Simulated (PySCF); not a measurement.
# Correlation energy of C⁺ (carbon, charge +1)

[He] 2s2 2p1, 2P determinant. All numbers are calculated (PySCF 2.14, the spin-free X2C one-electron Hamiltonian (Gaussian nucleus), in cc-pVTZ-DK (4s3p2d1f, 30 functions)). Frozen: 1s2; 3 electrons correlated.

MP2 pair energies summed by pair of shells (mhartree):

```tsv
pair	energy	share (%)
2s-2s	-29.02	57.2
2s-2p	-21.68	42.8
```

Total MP2 correlation energy: -50.70 mhartree.

Same-spin part -3.45 and opposite-spin part -47.25 mhartree; SCS-MP2 scales them by 1/3 and 6/5 to -57.85 mhartree.

```tsv
level	correlation energy (mhartree)
CCSD	-74.50
(T)	-1.15
CCSD(T)	-75.65
```

Diagnostics: T1 = 0.0094, D1 = 0.0179, largest double amplitude 0.132.

Cost of the coupled-cluster step: 0.42 s of wall time on 1 thread of Neoverse-N1 (shared host), for 3 correlated electrons.
